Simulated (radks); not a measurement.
Results of a calculation; reference values are marked as such.
Question: All-electron atom: Ho20+ in [Kr] 4d10 4f1. Code: a radial shooting solver on a logarithmic mesh with Libxc functionals. Model: non-relativistic Kohn-Sham, LDA (Slater exchange, Perdew-Wang correlation), spin-unpolarised, spherical densities, point nucleus; relativity is left out, which matters for an element this heavy. Some entries of the table are withheld. Estimate them.

| orbital | occ. | eigenvalue (eV) | r(max) (bohr) |
|---|---|---|---|
| 1s | 2 | -52297.49 | 0.01502 |
| 2s | 2 | -8864.092 | 0.08214 |
| 2p | 6 | -8480.809 | 0.06385 |
| 3s | 2 | (1) | 0.2277 |
| 3p | 6 | -2221.189 | 0.2152 |
| 3d | 10 | -1898.333 | 0.1710 |
| 4s | 2 | -859.6136 | 0.5054 |
| 4p | 6 | -788.8696 | (2) |
| 4d | 10 | -661.3173 | 0.5007 |
| 4f | 1 | -500.8098 | 0.4450 |
| 5s | 0 | -425.4254 | (3) |
| 5p | 0 | -395.8855 | (4) |

Answer: 
(1) 3s eigenvalue (eV): -2393.830
(2) 4p r(max) (bohr): 0.5063
(3) 5s r(max) (bohr): 0.9896
(4) 5p r(max) (bohr): 1.017
